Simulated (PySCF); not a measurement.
Several molecules and their computed UV-vis stick spectra, shuffled. Method used: TDDFT CAM-B3LYP/def2-SVPD, vertical, gas phase, core orbitals frozen in the response, def2 core potentials past Kr (PySCF). Geometries: PBE0-D3(BJ)/def2-SVP; one conformer of each isolated species. Triplets are in the Tamm–Dancoff approximation. Atoms past krypton carry core potentials; spin–orbit coupling is left out.

A. `C[O][Hg][O]C`
B. `C#[C][GeH2][GeH3]`
C. `[H][Al]([H])[NH2]`
D. `O=C(O)[SiH2]F`
E. `O=CO[SiH2]F`

Lowest singlet levels (six at most, fewer where fewer were computed) with oscillator strengths:

1. 4.49 eV (f 0.000); 5.26 eV (f 0.003); 5.67 eV (f 0.146); 6.05 eV (f 0.000); 6.19 eV (f 0.003); 6.48 eV (f 0.198); T1 4.04 eV
2. 6.22 eV (f 0.000); 6.39 eV (f 0.096); 6.55 eV (f 0.071); 7.70 eV (f 0.014); 7.73 eV (f 0.039); 8.01 eV (f 0.134); T1 5.27 eV
3. 5.81 eV (f 0.001); 8.08 eV (f 0.031); 8.33 eV (f 0.000); 8.54 eV (f 0.018); 8.63 eV (f 0.004); 8.68 eV (f 0.117); T1 5.26 eV
4. 5.18 eV (f 0.003); 7.17 eV (f 0.006); 7.65 eV (f 0.094); 8.11 eV (f 0.002); 8.21 eV (f 0.082); 8.38 eV (f 0.016); T1 4.51 eV
5. 6.02 eV (f 0.001); 6.26 eV (f 0.033); 6.28 eV (f 0.002); 7.07 eV (f 0.061); 7.19 eV (f 0.167); 7.48 eV (f 0.369); T1 4.96 eV

Question: Which spectrum belongs to which structure?

Answer: 1 = A, 2 = C, 3 = E, 4 = D, 5 = B.
- A: S1 at 4.49 eV, HOMO→LUMO (96%); for S1 the Löwdin share of mercury is 7% in HOMO and 45% in LUMO; HOMO -8.67 and LUMO -0.39 eV.
- B: S1 at 6.02 eV, HOMO→LUMO+2 (46%), HOMO-1→LUMO (13%), HOMO-2→LUMO+2 (10%); Löwdin shares by element: HOMO carbon 46%, germanium 36% (atoms not listed hold the other 17%); LUMO germanium 50%, carbon 9% or more, hydrogen 9% or more (atoms not listed hold the other 33%); HOMO -9.00 and LUMO 0.60 eV; point group Cs.
- C: S1 at 6.22 eV, HOMO-1→LUMO (100%); Löwdin shares by element: HOMO nitrogen 71%, hydrogen 16% or more, aluminium 12%; LUMO aluminium 66%, hydrogen 23% or more, nitrogen 11%; HOMO -9.07 and LUMO 0.27 eV; point group C2v, 1 of its 6 listed states under f = 0.0005.
- D: S1 at 5.18 eV, HOMO→LUMO (95%); Löwdin shares by element: HOMO oxygen 65%, carbon 16%, silicon 10%; LUMO oxygen 39%, carbon 36%, silicon 16%; HOMO -9.85 and LUMO 0.03 eV; point group Cs.
- E: S1 at 5.81 eV, HOMO→LUMO (98%); S1 has the pattern of n→π* at C=O; HOMO -10.47 and LUMO 0.47 eV; point group Cs, 1 of its 6 listed states under f = 0.0005.
